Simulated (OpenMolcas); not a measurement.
**Ti2+: effect of the basis set**

```json
{
  "Program": "OpenMolcas 26.06",
  "Method": "SS-CASPT2, IPEA 0.25 Eh, imaginary shift 0.1 Eh (closed shells correlated: 3s 3p)",
  "Active space": "2 electrons in 6 orbitals (3d 4s)",
  "State averaging": "2S+1 = 3 even, 15 roots; 2S+1 = 1 even, 20 roots kept (CI in the orbitals of an earlier block)",
  "Spin-orbit coupling": "RASSI with atomic mean-field integrals over the reference wave functions, term energies averaged over their components"
}
```

A. ANO-R1 [5s4p3d1f], X2C, finite nucleus; CASPT2 step roughly 5 core-seconds
B. ANO-RCC-VTZP [6s5p3d2f1g], DKH2, point nucleus; CASPT2 step roughly 8 core-seconds
C. ANO-L-VTZP [6s5p3d2f1g], non-relativistic, point nucleus; CASPT2 step about 12 core-seconds
D. ANO-R2 [6s5p4d2f1g], X2C, finite nucleus; CASPT2 step about 10 core-seconds
E. ANO-RCC-VQZP [7s6p4d3f2g1h], DKH2, point nucleus; CASPT2 step about 17 core-seconds
F. ANO-R3 [7s5p5d3f2g1h], X2C, finite nucleus; CASPT2 step of the order of 28 core-seconds

Energies in eV above 3d2 3F2, the measured ground level; measured values from Corliss and Sugar, J. Phys. Chem. Ref. Data 8, 1 (1979).

```tsv
Level	A	B	C	D	E	F	Measured
3d2 3F2	0.0000	0.0000	0.0000	0.0000	0.0000	0.0000	0.0000
3d2 3F3	0.0241	0.0246	0.0256	0.0238	0.0249	0.0247	0.0229
3d2 3F4	0.0554	0.0565	0.0586	0.0546	0.0571	0.0567	0.0521
3d2 1D2	1.049	1.012	1.033	1.007	0.980	0.988	1.0506
3d2 3P0	1.374	1.369	1.390	1.370	1.362	1.370	1.3066
3d2 3P1	1.383	1.378	1.399	1.378	1.371	1.379	1.3147
3d2 3P2	1.400	1.395	1.417	1.395	1.389	1.396	1.3293
3d2 1G4	1.906	1.820	1.840	1.798	1.774	1.786	1.7851
3d2 1S0	4.058	4.010	4.096	3.962	3.916	3.923	4.0264
3d 4s 3D1	4.656	4.663	4.759	4.741	4.810	4.817	
3d 4s 3D2	4.671	4.678	4.774	4.756	4.825	4.832	4.7361
3d 4s 3D3	4.695	4.703	4.800	4.780	4.850	4.857	4.7642
3d 4s 1D2	5.146	5.085	5.145	5.166	5.213	5.222	5.1707
```

Deviations, from unrounded energies. A percentage is the sum of absolute deviations over the sum of measured energies, with the sign that they share, or ± where signs differ.

```tsv
Against measurement	Levels	A	B	C	D	E	F
mean absolute deviation (cm-1)	11	380	360	370	260	430	450
fine structure of the ground term (%)	2	+6.0	+8.0	+12.2	+4.4	+9.2	+8.5
other terms of the ground configuration (%)	6	±3.3	±2.6	±3.7	±2.9	±3.4	±3.4
other configurations (%)	3	-1.1	-1.4	±0.7	±0.3	+1.5	+1.6
```

D lies closest to measurement on these levels and F furthest from it. The largest miss of D in the table is 3d2 3P2, by +530 cm-1. The ranking rests on the paired levels alone, and a cruder setting can come out closer through cancelling errors.

The two smallest mean deviations differ by little beside CASPT2's spread within terms, so their order carries little weight.

Among A to F the level of the table that moves most is 3d2 1S0, by 1500 cm-1 (lowest in E, highest in C). Moves below CASPT2's spread within the term are not significant.

CASPT2 does not keep the components of a term degenerate, so their means are used; among the terms shown or strongly mixed into the levels shown the widest spread is 950 cm-1 (3d2 1G, F). Terms from blocks run as CI alone lack orbitals of their own. A single d shell beside an s shell can misplace configurations of different d count against each other. Measured partners are found by configuration, term and J. A level has none where our copy of the source lacks it or the pairing is in doubt (some pairs that miss far off the trend of their configuration count as doubtful), and it then counts in no deviation. Only configurations of the active space appear.
